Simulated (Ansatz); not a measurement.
CH8BNOSi can be A, `BN[SiH2]CO`, or B, `B[Si](C)(N)O`.

Isolated molecules relaxed with PBE0-D4/def2-TZVP in Ansatz; ΔE leaves out vibrations. CCSD(T)/CBS adds triple-zeta CCSD(T) − MP2 to the extrapolated MP2 energy (def2 sets, frozen cores). Functionals use def2-TZVPP. B3LYP here is the variant with VWN-RPA as its local correlation; programs differ in this. One conformer a species, not always the lowest.

Question: Which isomer does CCSD(T)/CBS put lower? Give the gap. (An estimate is asked.)

Answer: Computed: B, by 14.5 kcal/mol.

Question: Give E(B) − E(A) in kcal/mol with r2SCAN-D4, PBE0-D4, B3LYP, CCSD/def2-TZVPP, MP2/def2-TZVPP, PBE-D4, CCSD(T)/def2-TZVPP. (Best estimate.)

Answer: Ansatz gave: r2SCAN-D4 -14.0, PBE0-D4 -12.9, B3LYP -11.7, CCSD/def2-TZVPP -13.8, MP2/def2-TZVPP -14.2, PBE-D4 -11.7, CCSD(T)/def2-TZVPP -13.2. None reverses the order clearly.

Largest T1 diagnostic: 0.012.

From PBE to PBE0 (25 % exact exchange), in def2-TZVPP and without D4, E(B) − E(A) moves by −1.3 kcal/mol.
